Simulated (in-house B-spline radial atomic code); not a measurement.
Values are calculated unless marked as measured or tabulated.
# Stopping and range of 80 keV Ar in InSb

The pair potential comes from two frozen, spherical free-atom densities (PBE, B-spline radial code, scalar-relativistic past argon): electrostatics plus the change in Thomas-Fermi kinetic and Dirac exchange energy where they overlap, the recipe behind the universal ZBL potential, which averages such potentials (from solid-state densities) over many pairs. It is written V = (Z1 Z2 e²/r) φ(r/a), with e² = 14.3996 eV·Å and a = 0.46850 Å/(Z1^0.23 + Z2^0.23); ZBL's fit is φ = 0.18175 e^(−3.1998x) + 0.50986 e^(−0.94229x) + 0.28022 e^(−0.4029x) + 0.02817 e^(−0.20162x). Where φ falls below 4e-4 it is continued as an exponential.

The target is taken as amorphous, with density 5.77 g/cm³ (NSM archive of the Ioffe Institute); channelling is ignored. Masses: Ar 39.95, In 114.82, Sb 121.76 u. Nuclear stopping is S_n = 4π a Z1 Z2 e² M1/(M1 + M2) × s_n(ε), with s_n integrated over impact parameters for each pair. Electronic stopping is Lindhard and Scharff's S_e = Z1^(1/6) 8π e² a0 Z1 Z2/(Z1^(2/3) + Z2^(2/3))^(3/2) × v/v0, with a0 = 0.529177 Å and v = v0 at 24.801 keV/u; it misses the oscillations with Z1 seen in experiment, which reach tens of per cent. Compounds add by atom fraction.

```
target atom    a (Å)  ε at this energy  s_n, this pair  s_n, ZBL potential
         In  0.10668            0.4985          0.3515              0.3441
         Sb  0.10613            0.4836          0.3514              0.3449
```

**Question.** What are the atom density and the stopping powers at entry?

**Answer.** N = 5.77 × 0.602214/118.29 = 0.02938 atoms/Å³. For In: S_n = 4395 × 0.3515 = 1545 eV·Å², S_e = 3.0127 × √80000 = 852.1 eV·Å². For Sb: S_n = 4355 × 0.3514 = 1531 eV·Å², S_e = 3.0535 × √80000 = 863.7 eV·Å². Averaged over the target's atoms (half each) and times N × 10 Å/nm, the ion loses N S_n = 452 eV/nm to recoils and N S_e = 252 eV/nm to electrons; the nuclear share is 64 %.

Along the track:

```tsv
E (keV)	N S_n (eV/nm)	N S_e (eV/nm)
4	303	56.4
12	400	97.6
24	444	138
40	459	178
60	459	218
80	452	252
```

**Question.** Estimate the path length and the projected range.

**Answer.** With continuous slowing down the path is the integral of dE/(N (S_n + S_e)). Trapezoids over the table give 127 nm, and the stretch below the first row, with stopping taken as √E, adds 2E/(N S) = 22 nm: 149 nm in all, against 145 nm on a fine grid from 5 eV. Deflections shorten the depth: to first order in the energy passed on, N (S_n + S_e) dR_p/dE = 1 − N S_n (M2/M1) R_p/(2E), summed over the target's atoms, and integrating this on the fine grid gives R_p = 60.5 nm, 0.42 of the path. Lindhard's rule of thumb R/(1 + M2/3M1), with mean M2/M1 = 2.96, gives 73 nm; it is meant for M2/M1 below about 2. On the ZBL potential the same equation gives 61.8 nm, and the full integral equation, which keeps hard collisions, 66.3 nm.
